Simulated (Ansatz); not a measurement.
C2H6N2, SMILES `[H]/N=C\CN` (charge 0, multiplicity 1).

Level of theory: Ansatz (a first-principles code) with B3LYP/cc-pVTZ // B3LYP-D3(BJ)/def2-TZVP.

Ansatz 0.2 input:
```yaml
crystal:
  periodic: [false, false, false]
  atoms:
    - { symbol: N, position_ang: [-1.89132, -0.034783, -0.765965] }
    - { symbol: C, position_ang: [-0.761892, 0.456312, -0.475516] }
    - { symbol: C, position_ang: [0.180598, 0.028605, 0.62283] }
    - { symbol: N, position_ang: [1.511971, -0.352759, 0.152263] }
    - { symbol: H, position_ang: [-2.138041, -0.789288, -0.118717] }
    - { symbol: H, position_ang: [-0.393526, 1.271274, -1.108405] }
    - { symbol: H, position_ang: [-0.257359, -0.810914, 1.170164] }
    - { symbol: H, position_ang: [0.298313, 0.84957, 1.336583] }
    - { symbol: H, position_ang: [1.447688, -1.058912, -0.571933] }
    - { symbol: H, position_ang: [2.003567, 0.440895, -0.241305] }
basis:
  gaussian: { orbitals: cc-pVTZ }
hamiltonian:
  xc: b3lyp
```

Output:

```
Functional definition: B3LYP
1038 factors; their error is unknown
mean field evaluation 1: about -5143.4893 eV, gradient 6.9e1 eV
mean field evaluation 2: about -5135.5250 eV, gradient 9.0e1 eV
mean field evaluation 4: about -5153.0301 eV, gradient 6.7e0 eV
mean field evaluation 8: about -5153.1138 eV, gradient 3.6e-1 eV
mean field evaluation 16: about -5153.1140 eV, gradient 2.1e-5 eV
mean field -5153.11397279 eV, -189.3734455938 hartree, gradient 2.1e-5 eV, S^2 0.000000; 0 other end points of the search recorded, 0 dependent functions left out
reference -5153.11420350 eV, -189.3734540722 hartree; 16, 16 occupied and 188, 188 virtual orbitals, 1038 factors
Total energy: -5153.11420350 eV, -189.3734540722 hartree
```
